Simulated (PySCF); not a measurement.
Dissociation curve of BeH (cation, charge +1), singlet.

Methods: RKS-r2SCAN = restricted r2SCAN/cc-pVDZ in PySCF; RHF/cc-pVDZ (PySCF); UCCSD(T) = CCSD(T) on UHF/cc-pVDZ in PySCF; UKS-B3LYP = unrestricted B3LYP/cc-pVDZ run with PySCF 2.14.0; RCCSD(T) = CCSD(T) on RHF/cc-pVDZ (PySCF).

Energies are in kcal/mol, each relative to the lowest point of its own curve near equilibrium.

```tsv
R / Å	RKS-r2SCAN	RHF	UCCSD(T)	UKS-B3LYP	RCCSD(T)
1.06	20.1	20.0	20.3	19.8	20.3
1.12	11.0	10.7	11.1	10.8	11.1
1.20	3.7	3.4	3.8	3.7	3.8
1.24	1.7	1.4	1.7	1.7	1.7
1.29	0.3	0.2	0.3	0.3	0.3
1.33	0.0	0.0	0.0	0.0	0.0
1.38	0.4	0.6	0.4	0.4	0.4
1.41	1.1	1.4	1.0	1.0	1.0
1.46	2.6	[?]	2.4	2.5	2.4
1.53	5.6	6.7	5.3	5.4	5.3
1.65	12.3	14.4	11.6	11.9	11.6
1.80	22.2	25.6	20.6	21.5	20.6
1.98	34.4	39.9	31.4	33.4	31.4
2.18	47.3	55.4	41.9	44.3	41.9
2.36	57.7	68.1	49.6	51.4	49.6
2.66	71.8	[?]	58.5	59.0	58.5
2.92	81.0	[?]	63.0	63.0	63.1
3.23	[?]	110.8	66.0	65.8	66.0
3.54	93.8	[?]	67.4	67.5	67.4
3.96	97.7	128.3	68.3	68.8	68.1
4.69	100.0	136.9	68.6	69.6	68.5
5.29	99.8	[?]	68.7	69.5	68.5
```

**Question.** Fill in the missing entries.

**Answer.** 
- 1.46, RHF: 3.2
- 2.66, RHF: 86.3
- 2.92, RHF: 99.0
- 3.23, RKS-r2SCAN: 88.7
- 3.54, RHF: 119.7
- 5.29, RHF: 140.5

At the longest distance RKS-r2SCAN, UKS-B3LYP leaves fractional charges on the fragments, a sign of delocalisation error or of the restricted form. The restricted form behind RKS-r2SCAN, RHF keeps the bonding electrons paired and can't separate into open-shell fragments. The unrestricted determinant behind UCCSD(T) is spin-contaminated at 1.80 to 5.29 Å (<S²> up to 1.0, against 0.00 for a pure singlet). The unrestricted determinant behind UKS-B3LYP is spin-contaminated at 1.98 to 5.29 Å (<S²> up to 0.9, against 0.00 for a pure singlet). The T1 diagnostic of CCSD on the restricted reference of RCCSD(T) exceeds 0.045 at 2.66 to 5.29 Å.
